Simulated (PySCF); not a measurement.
ClGe2H5, SMILES [Cl][GeH2][GeH3].

Geometry: PBE0-D3(BJ)/def2-SVP. The structure was generated by enumeration, and PubChem lists no compound with its InChIKey, so it may never have been made.

Computed with CAM-B3LYP/def2-TZVPD (PySCF).

Symmetry labels are those of the subgroup Cs that the program uses (full group Cs).

### Question
List the valence orbital energies around the gap with their symmetry. (Estimate from the structure and the level; the computed values follow.)

### Answer

```tsv
orbital	symmetry	energy (eV)
HOMO−7	A'	-16.44
HOMO−6	A"	-12.19
HOMO−5	A'	-12.06
HOMO−4	A'	-11.30
HOMO−3	A"	-11.24
HOMO−2	A'	-10.99
HOMO−1	A"	-10.09
HOMO	A'	-9.37
LUMO	A'	0.12
LUMO+1	A'	0.50
LUMO+2	A'	0.68
LUMO+3	A"	1.25
```
